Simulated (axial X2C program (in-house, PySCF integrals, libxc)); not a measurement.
## Spectroscopic constants of AgB⁺

Computed with an in-house all-electron X2C program for linear molecules (integrals from PySCF). Spin-free means the one-electron spin-free X2C Hamiltonian; two-component (2c) means X2C with spin–orbit coupling and atomic mean-field two-electron Coulomb and Gaunt terms, so the difference of the two also holds small scalar two-electron terms. Basis: Ag dyall-cv3z [12s12p8d5f3g], B dyall-v3z [7s6p2d1f] (cores contracted in-house); Gaussian nuclei, density fitting, unrestricted open shells. Masses: Ag 106.905 u, B 11.009 u.

Input file and command:
```json
{"zs": [47, 5], "q": 1, "bas": ["dyall-cv3z", "dyall-v3z"], "levels": ["PBE0", "HF", "B97-3"], "cc": true, "r0": 2.13, "thr": -2.0, "nmax": 90, "npts": 10, "nst": 2, "ntry": 6}
```
```bash
python so2c.py task.json out
```

Keys: zs atomic numbers; q charge; bas basis sets; levels methods; cc coupled cluster on or off; r0 starting distance in Å; thr threshold in hartree for freezing inner shells (an s shell follows its p shell); nmax most natural virtual spinors; npts points on the curve; nst determinants followed; ntry starts of the search. HF also brings MP2.

State, spin-free: M_S = 1/2, Λ = 0 (beyond evenly filled blocks: σα); electrons by block: σα: 12, σβ: 11, π+α: 5, π+β: 5, π-α: 5, π-β: 5, δ+α: 2, δ+β: 2, δ-α: 2, δ-β: 2. Fragments: Ag+ + B.

State, 2c: Ω = 1/2 (⟨Sz⟩ = 0.50, ⟨Lz⟩ = 0.00 at PBE0); electrons by block: 1/2: 17, -1/2: 16, 3/2: 7, -3/2: 7, 5/2: 2, -5/2: 2. Fragments: Ag+ + B.

```tsv
Hamiltonian	level	Re (Å)	ωe (cm⁻¹)	αe (cm⁻¹)	De (eV)	k (mdyn/Å)	μ (D)
spin-free	CCSD	2.208	334.4	0.0055	1.67	0.658	n/a
spin-free	CCSD(T)	2.166	356.5	0.00534	1.74	0.747	n/a
2c	PBE0	2.103	408.3	0.00563	2.08	0.98	1.71
2c	HF	2.429	262.9	0.00389	1.05	0.407	1.80
2c	MP2	2.095	401.2	0.00551	1.88	0.947	n/a
2c	B97-3	2.151	366.8	0.00561	1.88	0.791	1.77
```

Spin-free values that have a 2c row agree with it to the digits that matter (0.001 Å, 0.01 eV) and are not repeated.

Correlated methods: 13 electrons correlated (number of frozen shells: Ag 4 s, 3 p, 1 d; B 1 s), 257 virtual spin orbitals or spinors in MP2.

Dipoles are positive if B is the positive end and refer to the centre of mass.

The state is a single determinant with fixed occupations, the lowest that a limited PBE0 search found. Dissociation energies refer to the lowest single-determinant-based atoms at the same level and basis. Density functionals use the spin component along the axis (collinear). CCSD and (T) use frozen natural virtuals with an MP2 correction for the truncation; (T) itself is uncorrected, so its De runs slightly low. In 2c an atomic determinant is not the ground J level, so De misses part of the atomic spin–orbit lowering. This holds for PBE0, MP2, B97-3. Without a current term, density functionals place determinants with orbital angular momentum somewhat too high.

No reliable constants came from CCSD (2c), CCSD(T) (2c): no minimum in range, unconverged points, a curve that is not smooth, a change of character along it, or the two Hamiltonians disagreeing along it.

Rough cost a point (2c) on 1 thread(s) of a shared host, integrals apart: PBE0 0.6 s, HF 0.6 s, B97-3 0.6 s.
